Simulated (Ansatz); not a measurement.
This geometry of CH$_{5}$FSi$_{2}$ (9 atoms, charge 0, multiplicity 1) is a first-order saddle point.

Theory: RKS PBE0/def2-SVP in Ansatz 0.2.0.

```xyz
9
Properties=species:S:1:pos:R:3
C -0.120 1.108 -1.117
Si 0.378 -0.442 -0.198
F 1.769 -0.963 -0.869
Si -0.062 -0.919 1.907
H 0.566 1.277 -1.960
H -0.083 1.981 -0.447
H -1.147 1.024 -1.504
H 0.241 -2.365 2.161
H -1.543 -0.702 2.029
```

Task: Which two structures does it join? (They come from a converged band through this point; their orientation in space is the band's.)

Result: No bond is made or broken. The dihedral H6–C1–Si2–Si4 goes from 95 to -25°. The two ends are copies of one structure, up to a mirror image or an exchange of like atoms.

Image 0:

```xyz
9
Properties=species:S:1:pos:R:3
C 0.022 1.234 -0.967
Si 0.504 -0.351 -0.115
F 2.107 -0.535 -0.337
Si -0.479 -1.199 1.663
H 0.189 1.147 -2.053
H 0.636 2.071 -0.598
H -1.040 1.460 -0.790
H -0.002 -2.600 1.898
H -1.937 -1.227 1.300
```

Image 8:

```xyz
9
Properties=species:S:1:pos:R:3
C -0.182 1.049 -1.152
Si 0.315 -0.489 -0.225
F 1.569 -1.141 -1.038
Si 0.111 -0.802 1.944
H 0.685 1.716 -1.282
H -0.972 1.587 -0.608
H -0.559 0.786 -2.153
H 0.358 -2.240 2.283
H -1.325 -0.466 2.231
```

Task: How far does it lie above each of them?

Result: 1.0 kcal/mol above the first and 1.0 kcal/mol above the second. This is the barrier of this one path; another mechanism may lie lower.

Run time: 4 min on 1 thread of Intel(R) Xeon(R) Processor @ 2.50GHz (Skylake/Cascade Lake), on a shared host, peak memory 0.18 GiB.
